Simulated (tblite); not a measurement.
Br3Zr, charge +1, singlet, at a GFN2-xTB geometry (such geometries of metal compounds can be far from the true shape) (the multiplicity is a formal guess); GFN1-xTB run with tblite.

Here is a job for tblite.
```
$ tblite run mol.xyz --method gfn1 --charge 1 --spin 0 --spin-polarized --json tblite.json --no-restart

# file mol.xyz
4

Zr    -0.38017015     0.34914154     0.73727060
Br    -1.52796032    -1.45317031    -0.51825355
Br     0.12439636     1.80065951    -1.20710575
Br     1.83804413    -0.74650811     0.88276432
```

Question: Write the output that tblite gives for this input, abridged.

Answer: 
```
xTB calculator
 | screened Coulomb repulsion
 | Coulomb electrostatics
 |  * isotropic Klopman-Ohno-Mataga-Nishimoto electrostatics
 |  * onsite third-order electrostatics
 | DFT-D3(BJ) dispersion correction
 | Interactions (1)
 | [1] spin polarization

halogen bonding energy    0.0000000000000E+00 Eh
repulsion energy          7.0410759678142E-02 Eh
dispersion energy        -2.2974857114768E-03 Eh
interaction energy        0.0000000000000E+00 Eh
number of electrons       2.4000000000000E+01 e
integral cutoff           4.0000000000000E+01 bohr

------------------------------------------------------------
  cycle        total energy    energy error   density error
------------------------------------------------------------
      1     -11.76525086944  -1.1833364E+01   6.3507682E-01
      2     -12.20379676928  -4.3854590E-01   4.7795792E-01
      3     -12.35182621435  -1.4802945E-01   3.7535736E-01
      4     -12.00902875128   3.4279746E-01   5.4238292E-01
      5     -12.62817016393  -6.1914141E-01   1.7417771E-01
      6     -12.59453216156   3.3638002E-02   1.9268823E-01
      7     -12.67728176284  -8.2749601E-02   9.6797744E-02
      8     -12.69913387299  -2.1852110E-02   2.4770688E-02
      9     -12.70058664278  -1.4527698E-03   1.6239515E-03
     10     -12.70059091286  -4.2700824E-06   1.8188687E-04
     11     -12.70059089818   1.4685693E-08   2.3195364E-04
     12     -12.70059103689  -1.3871451E-07   2.6750907E-05
     13     -12.70059103886  -1.9686333E-09   8.3954694E-07
------------------------------------------------------------

electronic energy        -1.2768704312825E+01 Eh
total energy             -1.2700591038858E+01 Eh

Post processing:
 | Mayer-Wiberg bond orders

[Info] JSON dump of results written to 'tblite.json'
```
